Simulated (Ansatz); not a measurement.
Several settings on one geometry of GaH2(OMe) (CH₅GaO) (that of the charge 0 singlet, B3LYP-D4/def2-TZVP). Ansatz on 4 threads of Arm Neoverse V1 on a shared host; times are rough.

Cartesian coordinates in Å:
```
Ga 0.5715 1.3126 0.7241
H 2.0332 0.7808 0.5475
H 0.0452 2.6246 1.3725
O -0.7285 0.2589 0.0835
C -0.5144 -0.9857 -0.5496
H -0.9406 -0.9656 -1.5575
H -1.0146 -1.7794 0.0141
H 0.5482 -1.2463 -0.6345
```

Totals from different functionals, basis sets or treatments of relativity can't be compared as stabilities.

The 6-31G sets use Cartesian d functions. HSE06 is defined as in plane-wave codes, on full-range PBE exchange.

The spins typed aren't always the lowest for that charge.

Q: Give the basis size and estimate the energy, ⟨S²⟩ and time of these runs.

```csv
run,method,charge,state,further keys
1,UKS HSE06-D4/6-31G,-1,doublet,scf: {lower_state_search: light}
2,RKS revPBE-D3(BJ)-ATM/aug-cc-pVDZ,0,singlet,scf: {lower_state_search: off}
3,UKS HSE06-D3(BJ)-ATM/STO-3G,-1,doublet,scf: {omitted_lower_state_checks: [starts]}; forces asked
4,UKS ωB97X/cc-pVDZ,1,doublet,accuracy: high; scf: {omitted_lower_state_checks: [starts]}
```

A: 
```csv
run,functions,energy (Eh),⟨S²⟩,wall time
1,57,-2040.4012,0.75,1.2 s
2,127,-2040.9978,–,0.6 s
3,33,-2016.5639,0.75,1.3 s
4,80,-2040.8003,0.75,20 s
```

The highest occupied level of an anion often lies above zero with these methods, and sets without diffuse functions describe the outer electron poorly.
